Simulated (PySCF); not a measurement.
C5H6ClNO.
Numbering: `[NH2:1]/[CH:2]=[C:3]([Cl:4])\[CH:5]=[CH:6]\[CH:7]=[O:8]` (hydrogens: H9, H10 on N1; H11 on C2; H12 on C5; H13 on C6; H14 on C7)

Computed with HF/def2-SV(P) geometry optimisation, gas phase (PySCF 2.14.0).

(1) What internal coordinates does the optimisation give?

Results:

(1) 
| bond | length (Å) |
| --- | --- |
| N1–C2 | 1.367 |
| C2=C3 | 1.342 |
| C3–Cl4 | 1.752 |
| C3–C5 | 1.454 |
| C5=C6 | 1.335 |
| C6–C7 | 1.472 |
| C7=O8 | 1.186 |
| N1–H9, N1–H10 | 0.999 |
| C2–H11 | 1.081 |
| C5–H12 | 1.086 |
| C6–H13 | 1.081 |
| C7–H14 | 1.105 |

Bonds in one row agree within 0.01 Å and their mean is given. A selection of angles:
| angle | degrees |
| --- | --- |
| N1–C2–C3 | 128.1 |
| C2–C3–Cl4 | 117.4 |
| C2–C3–C5 | 125.0 |
| Cl4–C3–C5 | 117.5 |
| C3–C5–C6 | 127.9 |
| C5–C6–C7 | 120.5 |
| C6–C7–O8 | 124.6 |
| H9–N1–C2 | 119.9 |
| H10–N1–C2 | 116.9 |

Torsions: N1–C2–C3–Cl4 -178° (antiperiplanar); C2–C3–C5–C6 179° (antiperiplanar); C3–C5–C6–C7 180° (antiperiplanar); C5–C6–C7–O8 180° (antiperiplanar). The mirror-image conformer, all signs reversed, is as good.

The 4 C–C bonds span 1.335 Å (C5=C6, drawn double) to 1.472 Å (C6–C7, drawn single), a spread of 0.137 Å. Of the pairs four or more bonds apart, H9···H12 is among the closest relative to their van der Waals radii: 2.15 Å, 90 % of the sum of Bondi's values. The 8 heavy atoms lie in one plane (0.008 Å rms). N1 (enamine nitrogen) has angles 119.9°, 116.9° and 114.2°, sum 351.0°, 0.19 Å off the plane of its three neighbours.

Point group: near Cs, missed by 0.28 Å at most; the miss may be what the optimiser left on a soft mode. Stationary, but not proved a minimum. The numbers are those of one conformer.
